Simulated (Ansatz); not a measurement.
`O[B](Cl)[GaH2]` + H₂O → `OB(O)Cl` + `[GaH3]`  (formal hydrolysis of a B–Ga bond)

Gas-phase electronic energies from Ansatz, PBE0-D4/def2-TZVP geometries. CCSD(T)/CBS is the MP2 limit (def2-TZVPP, def2-QZVPP) plus CCSD(T) − MP2 in def2-TZVPP, frozen cores. This one scheme is used for every species. Functionals use def2-TZVPP. HSE06 is defined as in plane-wave codes. For Ga outer-core shells are correlated without core-valence functions, which leaves a few kJ/mol of doubt a bond. Scalar relativity is left out up to krypton. Each species was taken in one conformer, which may not be the lowest.

`O[B](Cl)[GaH2]`:

Cartesian coordinates in Å:
```
O -1.253 -0.722 0.997
B -0.105 -0.579 0.312
Cl 1.047 -1.947 0.289
Ga 0.404 1.165 -0.731
H -1.350 -1.581 1.427
H 0.037 1.344 -2.250
H 1.221 2.319 -0.044
```

H₂O:

```xyz
3

O    -0.166    0.259    0.239
H     0.616   -0.272    0.405
H    -0.451    0.014   -0.644
```

`OB(O)Cl`:

Cartesian coordinates in Å:
```
O 0.863 -0.248 0.692
B -0.089 0.012 -0.239
O -1.305 0.472 0.119
Cl 0.230 -0.243 -1.962
H 1.686 -0.570 0.319
H -1.385 0.578 1.072
```

`[GaH3]`:

```xyz
4

Ga    0.000    0.000    0.001
H    -1.201    1.008   -0.027
H     1.310    0.319   -0.802
H    -0.109   -1.327    0.828
```

```
             level  ΔE (kcal/mol)  difference from CCSD(T)/CBS
           PBE0-D4          -31.2                         -1.0
          HSE06-D4          -31.2                         -1.0
          BHLYP-D4          -34.4                         -4.2
      CAM-B3LYP-D4          -34.5                         -4.3
          PBE-QIDH          -32.9                         -2.7
            revPBE          -29.2                          1.0
              PBE0          -31.8                         -1.6
           r2SCAN0          -34.1                         -3.9
             BHLYP          -35.7                         -5.5
         CAM-B3LYP          -35.1                         -4.9
     HF/def2-TZVPP          -38.7                         -8.5
SCS-MP2/def2-TZVPP          -33.1                         -2.9
     HF/def2-QZVPP          -38.9                         -8.7
    MP2/def2-QZVPP          -31.3                         -1.1
      HF/CBS(def2)          -38.9                         -8.7
    CCSD/CBS(def2)          -31.1                         -0.9
       CCSD(T)/CBS          -30.2                            0
```

Largest T1 diagnostic among the species: 0.014.

Leaving LDA and LC-ωPBE aside and taking each functional with its dispersion term where it has one, the values, not all of them listed here, spread over 7.0 kcal/mol, from B97M-V to revPBE-D4. LDA lies −2.6 kcal/mol from PBE without D4. From PBE to PBE0 (25 % exact exchange), in def2-TZVPP and without D4, ΔE moves by −1.8 kcal/mol.
